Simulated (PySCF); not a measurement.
Sulfur: a sound run and one with changed settings

Sound run: S⁺ [Ne] 3s2 3p3, S²⁺ [Ne] 3s2 3p2. Computed with PySCF 2.14 in cc-pV(D+d)Z, with the non-relativistic Hamiltonian (point nucleus). In the sound run the correlated levels freeze [Ne]. The sound run starts from symmetry-adapted Hartree-Fock orbitals and uses a fine grid where one is needed.

Changed run: the spin-free X2C one-electron Hamiltonian (Gaussian nucleus). This setting is unsound on purpose.

```tsv
species	method	sound run (hartree)	changed run (hartree)	converged
S⁺	UHF	-397.15881	-398.11999	yes
S⁺	MN15	-397.59558	-398.55543	yes
S⁺	r2SCAN	-397.69735	-398.65794	yes
S⁺	MP2	-397.22873	-398.18990	yes
S⁺	CCSD(T)	-397.24984	-398.21095	yes
S²⁺	UHF	-396.32304	-397.28436	yes
S²⁺	MN15	-396.73564	-397.69579	yes
S²⁺	r2SCAN	-396.83200	-397.79277	yes
S²⁺	MP2	-396.37712	-397.33841	yes
S²⁺	CCSD(T)	-396.40124	-397.36241	yes
```

Ionisation energy of S⁺:

```csv
method,sound run (eV),changed run (eV)
UHF,22.742,22.739
MN15,23.400,23.392
r2SCAN,23.547,23.543
MP2,23.173,23.170
SCS-MP2,23.017,23.014
CCSD,23.088,23.086
CCSD(T),23.092,23.090
```

Most of the change in total energy is the relativistic energy itself. On top of that the contraction fixes the core shape for the Hamiltonian it was made with, so the changed run is not a good calculation with the other Hamiltonian either.

For comparison, NIST gives 23.338 eV between the lowest levels.
